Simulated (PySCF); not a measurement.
Computed shifts of a molecule C4H10O, HF/pcSseg-1 run with PySCF, GIAO, gas phase, equivalent atoms averaged, in ppm (number of nuclei): ¹³C: 61.4 (1), 59.6 (1), 19.7 (1), 17.1 (1). ¹H: 3.82 (1), 3.49 (1), 3.15 (1), 2.84 (1), 1.55 (3), 1.46 (3). References: ¹³C against TMS (σ = 192.6 ppm); ¹⁷O against H2O (σ = 333.0 ppm); ¹H against TMS (σ = 31.99 ppm), references at their B3LYP-D3(BJ)/def2-TZVP geometries, non-relativistic. Geometry: PBE0-D3(BJ)/def2-SVP. Other conformers were not sampled.

### Question
Which structure fits?
A. CCOCC
B. CC[C@H](C)O
C. CCCCO
D. CC(C)(C)O

### Answer
A, CCOCC
